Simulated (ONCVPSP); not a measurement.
**Cutoff test, sulfur (S), ONCV**

* Element: S (Z = 16)
* Generator: ONCVPSP 4.0.1
* Type: optimised norm-conserving Vanderbilt (ONCV)
* Functional: LDA (Perdew-Wang 92)
* Relativity: scalar-relativistic
* Frozen core: [He]
* Valence charge: 14
* Reference configuration: 2s2 2p6 3s2 3p2 (charge +2)
* Partial waves: 2s+3s: rc 0.76 bohr, ncon 3, nbas 6, qcut 18.6 1/bohr, 3 projectors, debl 2.3 Ha; 2p+3p: rc 0.72 bohr, ncon 4, nbas 8, qcut 17 1/bohr, 2 projectors; d scattering state at 0.02 Ha: rc 0.72 bohr, ncon 3, nbas 7, qcut 13.7 1/bohr, local
* Local potential: the d channel
* Core correction: polynomial model core, fcfact 0.3

Problem. For each optimised wave give the share of its norm inside rc, the residual kinetic energy above qcut (Ha) and the cutoffs (Ha) for errors of 10, 1, 0.1 and 0.01 mHa per electron.

Solution.

```
         wave  norm inside rc  residual KE  10 mHa  1 mHa  0.1 mHa  0.01 mHa
           2s           0.906      8.5e-08    66.7   99.5    122.9     141.2
           3s           0.057      4.1e-08    28.5   85.9    115.3     136.5
s projector 3           0.013      1.4e-08    22.2   63.0    100.9     126.6
           2p           0.892      2.3e-04   114.0  132.5    234.0     413.2
           3p           0.045      1.2e-04    99.3  124.9    146.4     314.6
d projector 1           0.014      1.4e-05    27.2   53.1     76.3      99.2
```

The occupied waves need 133 Ha and 234 Ha for 1 and 0.1 mHa.
